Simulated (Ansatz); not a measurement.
FGeH₅Si, SMILES `F[SiH2][GeH3]`. Total charge 0; spin multiplicity 1. Correlated methods include outer-core shells of Ge, which these sets cover unevenly. Scalar relativity is left out up to krypton.

```tsv
atom	x (Å)	y (Å)	z (Å)
F1	2.202	0.502	0.347
Si2	1.020	-0.018	-0.608
Ge3	-1.039	0.007	0.585
H4	0.968	0.877	-1.792
H5	1.369	-1.393	-1.050
H6	-0.976	-0.918	1.809
H7	-2.160	-0.487	-0.345
H8	-1.384	1.429	1.054
```

**Question.** Give the diagnostics of a CCSD(T)/def2-TZVPP run (frozen core, Ansatz). (An estimate is asked.)

**Answer.** The calculation gave: T1 = 0.0120, largest single amplitude 0.016, largest double 0.030, (T) share of the correlation energy 3.0 %, 8 CCSD cycles. The RHF solution is stable towards an unrestricted one. T1 lies under the customary mark of 0.02 for closed shells.
